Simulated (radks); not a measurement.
Values are calculated unless marked as measured or tabulated.
All-electron atom: Ho4+ in [Xe] 4f9. Level of theory: Dirac Kohn-Sham, PBE, spin-unpolarised, spherical densities, point nucleus; open shells fill j = l - 1/2 first (a radial shooting solver on a logarithmic mesh with Libxc functionals).

Spin-orbit splittings of the eigenvalues, e(l+1/2) - e(l-1/2), with zeta = 2 splitting/(2l+1) and mean radii in bohr:

| shell | occ. | splitting (eV) | zeta (eV) | <r> j=l-1/2 | <r> j=l+1/2 |
|---|---|---|---|---|---|
| 2p | 6 | 856.9 | 571.2 | 0.07291 | 0.08007 |
| 3p | 6 | 178.9 | 119.3 | 0.2192 | 0.2327 |
| 3d | 10 | 39.07 | 15.63 | 0.2054 | 0.2096 |
| 4p | 6 | 40.42 | 26.95 | 0.5270 | 0.5575 |
| 4d | 10 | 7.389 | 2.955 | 0.5858 | 0.5965 |
| 4f | 9 | ? | ? | 0.7402 | 0.7496 |
| 5p | 6 | 6.034 | 4.023 | 1.347 | 1.429 |

Estimate the 4f splitting.

Answer. 1.116 eV (zeta = 0.3189 eV).
